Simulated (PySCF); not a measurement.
C6H4Cl, SMILES Clc1cc[c]cc1, multiplicity 2.

Geometry optimised at PBE0-D3(BJ)/def2-SVP. The isomer is the one that the SMILES or the coordinates give; other isomers of the formula were not compared.

Computed with PySCF with TDA-PBE/def2-SVPD.

Vertical excitations. 

```csv
state,energy (eV),λ (nm),f,main pairs
root 1,2.49,498,0.001,β HOMO→LUMO 98 %
root 2,3.34,371,0.000,β HOMO−1→LUMO 100 %
root 3,4.11,301,0.000,"α HOMO−1→LUMO+1 34 %, α HOMO−2→LUMO 16 %, β HOMO→LUMO+2 32 %, β HOMO−1→LUMO+1 16 %"
root 4,4.11,301,0.000,β HOMO−2→LUMO 100 %
root 5,4.16,298,0.000,α HOMO→LUMO 100 %
root 6,4.18,297,0.000,"α HOMO−1→LUMO 39 %, β HOMO→LUMO+1 57 %"
root 7,4.37,284,0.002,"α HOMO→LUMO+1 86 %, β HOMO−3→LUMO 12 %"
root 8,4.58,271,0.000,"α HOMO−2→LUMO 33 %, α HOMO−1→LUMO+1 17 %, β HOMO−1→LUMO+1 34 %, β HOMO→LUMO+2 15 %"
root 9,4.81,258,0.003,"α HOMO→LUMO+1 13 %, β HOMO−3→LUMO 87 %"
root 10,4.91,252,0.010,"α HOMO−1→LUMO 48 %, α HOMO−2→LUMO+1 22 %, β HOMO→LUMO+1 25 %"
```
Unrestricted roots are not spin-pure.
